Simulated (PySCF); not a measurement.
C3H9B, SMILES CB(C)C (connectivity only; charge and spin as stated), charge +1, multiplicity 2.

Coordinates come from a PBE0-D3(BJ)/def2-SVP optimisation. The multiplicity is an assumed one; no other spin state was optimised. The isomer is the one that the SMILES or the coordinates give; other isomers of the formula were not compared.

Two levels are set side by side: PBE/def2-TZVP (PySCF) and M06-2X/def2-TZVP (PySCF). Same geometry, gas phase. Differences are taken from unrounded values.

| quantity | M06-2X |
|---|---|
| α-spin orbital gap (eV) | 9.71 |
| β-spin orbital gap (eV) | 6.85 |
| mean polarisability (bohr³) | 52.5 |

Problem. What does PBE give, and how far is it from M06-2X? (Estimate from the structure and the level; the computed values follow.)

Solution. 
```csv
quantity,PBE,PBE minus M06-2X
α-spin orbital gap (eV),5.22,-4.49
β-spin orbital gap (eV),2.51,-4.35
mean polarisability (bohr³),53.9,1.4
```

Rough cost on one machine, each run with all the roots and properties that it gave: M06-2X against PBE within a factor of 2.
